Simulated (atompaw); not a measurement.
# LDA (PW92) PAW (atompaw) dataset for S, non-relativistic all-electron reference.

The input file (atompaw 4.2.0.5):

```
S 16
LDA-PW loggrid 1500 logderivrange -4 5 226
3 3 0 0 0 0
3 1 3.5
0 0 0
c
c
v
c
v
1
1.55 1.45 1.30 1.25
y
3.4
n
y
-0.55
n
custom rrkj vanderbiltortho besselshape
bessel
1.55
1.55
1.35
1.55
PWSCFOUT
UPFDX 0.0125d0 UPFXMIN -7.d0 UPFZMESH 16.d0
END
```

Command:

```bash
atompaw < S.input > S.log
```

The program printed (summary file):

```
Completed calculations for S (AE)

 Exchange-correlation type: LDA, Perdew-Wang correlation

 Radial integration grid is logarithmic
 r0 =   4.9965115E-04 h =   7.9944185E-03   n =      1500 rmax =   8.0000000E+01

 Non-relativistic calculation

 AEatom converged in  23 iterations
   nz     =  16.00
   delta  =       2.301669440290E-17

 All Electron Orbital energies:
  n  l      occupancy      energy
  1  0      2.0000000E+00 -1.7599513E+02
  2  0      2.0000000E+00 -1.5807635E+01
  3  0      2.0000000E+00 -1.6267488E+00
  2  1      6.0000000E+00 -1.1911124E+01
  3  1      3.5000000E+00 -8.6764108E-01

 Total energy
   Total                    :     -793.07489023856954

 ---
 Completed calculations for S (SC)

 Exchange-correlation type: LDA, Perdew-Wang correlation

 Radial integration grid is logarithmic
 r0 =   4.9965115E-04 h =   7.9944185E-03   n =      1500 rmax =   8.0000000E+01

 Non-relativistic calculation

 SCatom converged in   1 iterations
   nz     =  16.00
   delta  =       1.386229975887E-18

 Valence Electron Orbital energies:
  n  l      occupancy      energy
   3  0      2.0000000E+00 -1.6267488E+00
   3  1      3.5000000E+00 -8.6764108E-01

 Total energy
   Total                    :     -793.07489023830601
   Valence                  :      -62.95402841144539

 PAW parameters:
       lmax =            1
         rc =    1.5534262656264226
        irc =         1007
   rc_shape =    1.4571557138962390
    rc_vloc =    1.3028105960524052
    rc_core =    1.2517420169815157
   Vloc: truncated form - Vps(r)=A.sin(qr)/r for r<rc
   Projector type: RRKJ pseudization + Vanderbilt ortho.
   Bessel compensation charge shape zeroed at   1.4572E+00

 Number of basis functions     4
 No.   n  nodes  l      Energy         Cp coeff         Occ
  1    3    2    0   -0.1626749E+01  0.8117878E+01  0.2000000E+01
  2  999    3    0    0.3400000E+01  0.5354760E-02  0.0000000E+00
  3    3    1    1   -0.8676411E+00 -0.1308233E+03  0.3500000E+01
  4  999    2    1   -0.5500000E+00 -0.5562586E+02  0.0000000E+00

 Eigenvalues of overlap operator (in the basis of projectors):
    1        1.35306771E-03
    2        1.54939842E-01
    3        2.25013134E+01
    4        7.56266353E+02

 Orbital leakage outside PAW augmentation regions
   orb  is_core?  %out_of_sphere
   1 0    T           0.00
   2 0    T           0.04
   3 0    F          52.48
   2 1    T           0.07
   3 1    F          66.07

 Summary of PAW energies
   Total valence energy     :    -62.95776383150601
   Smooth energy            :     27.11744477342713
   One center               :    -90.07520860493314
   Smooth kinetic           :      7.15853006376065
   Vloc energy              :      2.24063766377136
   Smooth exch-corr         :     -4.99942950523896
   One-center xc            :    -42.96583537005290
```

The run took about 0.24 s on one core of a shared server CPU.
